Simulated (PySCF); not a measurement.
# Peak assignment

Mapped SMILES: `[CH2:1]=[CH:2][C@@H:3]1[CH2:4][C:5](=[CH2:6])[C@@H:7]1[C:8]([F:9])([F:10])[F:11]` (H(Xn): hydrogen on atom n). Ha(C4) is cis to C2 on the ring; Ha(C1) is cis to C3; Ha(C6) is cis to C4; Hb(C4) is trans to C2 on the ring; Hb(C1) is trans to C3; Hb(C6) is trans to C4.

Non-relativistic Hamiltonian, gas phase, one conformer, rapidly exchanging positions averaged. Structure optimised with GFN2-xTB; PBE0/pcSseg-1 with gauge-including orbitals; PySCF 2.14.

Scale: 13C (σref 186.93), 1H (σref 31.72) vs TMS (reference shieldings calculated alike).

Question: Assign these signals to the numbered atoms. 13C{1H} NMR (computed): δ 148.4, 147.6, 135.3, 125.2, 121.2, 52.6, 37.6, 37.6.

Answer: 
| δ (ppm) | atoms | environment | reason |
| --- | --- | --- | --- |
| 148.4 | C5 | fully substituted alkene carbon | as expected for a trigonal carbon in a double bond |
| 147.6 | C2 | alkene CH | the olefinic region |
| 135.3 | C8 | CF3 carbon | 3 electronegative neighbours deshield it |
| 125.2 | C1 | terminal =CH2 carbon | as expected for a trigonal carbon in a double bond |
| 121.2 | C6 | terminal =CH2 carbon | – |
| 52.6 | C7 | allylic sp3 CH | a saturated carbon with 3 carbon neighbours and no heteroatom attached |
| 37.6 | C4 | allylic sp3 CH2 | aliphatic region, no heteroatom directly attached |
| 37.6 | C3 | allylic sp3 CH | saturated and bonded to C and H only |

C5 and C2; C4 and C3 lie closer than the usual error of such a calculation, so a measured spectrum could show them in the other order.

Question: Assign these signals to the numbered atoms. 1H NMR (400 MHz, computed): δ 6.42 (m, 1H), 5.76 (br s, 1H), 5.55 (br s, 1H), 5.49 (m, 1H), 5.45 (m, 1H), 3.52 (m, 1H), 3.07 (m, 1H), 3.06 (m, 1H), 2.73 (m, 1H).

Answer: 
| δ (ppm) | atoms | environment | reason |
| --- | --- | --- | --- |
| 6.42 | H(C2) | hydrogen on an alkene CH | attached to an sp2 carbon and in the plane of the double bond |
| 5.76 | Hb(C6) | hydrogen on a terminal =CH2 carbon | attached to an sp2 carbon and in the plane of the double bond |
| 5.55 | Ha(C6) | hydrogen on a terminal =CH2 carbon | – |
| 5.49 | Ha(C1) | hydrogen on a terminal =CH2 carbon | – |
| 5.45 | Hb(C1) | hydrogen on a terminal =CH2 carbon | – |
| 3.52 | H(C7) | hydrogen on an allylic sp3 CH | – |
| 3.07 | H(C3) | hydrogen on an allylic sp3 CH | allylic position |
| 3.06 | Hb(C4) | hydrogen on an allylic sp3 CH2 | allylic position |
| 2.73 | Ha(C4) | hydrogen on an allylic sp3 CH2 | – |

Ha(C6) and Ha(C1); Ha(C1) and Hb(C1); H(C3) and Hb(C4) lie closer than the usual error of such a calculation, so a measured spectrum could show them in the other order.

Splittings by 19F in the carbon and heteronuclear signals aren't shown, as no couplings were computed. Shifts are as computed. Against solution values, carbons near 30 ppm lie about +3 ppm off and those near 130 ppm about +5 ppm. Of 1211 compounds with measured shifts, 218 miss one by over three times the rms of a fit or turn the order of signals round; such compounds aren't used in these exercises. No couplings were computed; multiplicities are counted from neighbouring protons, with m where these are inequivalent, close in shift, in a saturated or five-membered ring or joined by F or P, and br s for small geminal =CH2 splittings.
